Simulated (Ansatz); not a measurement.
## Worked example: the enthalpy of CH3Br + C2H5I → IBr + C3H8

Species: CH3Br (bromomethane) `CBr`, singlet; C2H5I (iodoethane) `CCI`, singlet; IBr (iodine monobromide), singlet; C3H8 (propane) `CCC`, singlet. The partners trade CH3 for I: Br–CH3 and C–I bonds give way to Br–I and C–CH3.

Shapes, held fixed at every level: PBE0-D4/def2-TZVP. Programs: Ansatz 0.2.0. The zero-point and thermal terms to 298 K, harmonic and unscaled (PBE0-D4/def2-TZVP), stand in the table.

At HF/def2-SVP; 1 Eh = 2625.50 kJ/mol:

| species | energy (Eh) | H(298 K) − E (kJ/mol) | tabulated ΔfH (kJ/mol) |
| --- | --- | --- | --- |
| CH3Br | -2611.683750 | 108.4 | -36.4 |
| C2H5I | -375.241117 | 185.8 | -7.1 |
| IBr | -2868.752252 | 11.5 | +40.8 |
| C3H8 | -118.182096 | 285.9 | -104.4 |

Problem. Work out the reaction enthalpy at 298 K from the calculation and from the table of heats.

Solution. 
1. Electronic: (-2868.752252) + (-118.182096) − [(-2611.683750) + (-375.241117)] = -0.009481 Eh = -24.9 kJ/mol.
2. Zero-point and thermal: (11.5) + (285.9) − [(108.4) + (185.8)] = +3.2 kJ/mol.
3. Computed ΔH = -21.7 kJ/mol.
4. From the heats of formation (Active Thermochemical Tables): (40.8) + (-104.4) − [(-36.4) + (-7.1)] = -20.1 kJ/mol.
5. Computed less tabulated: -1.6 kJ/mol. Tabulated heats carry uncertainties of their own.

For atoms past krypton def2 sets carry core potentials with scalar relativity. Relativity is left out for Br.
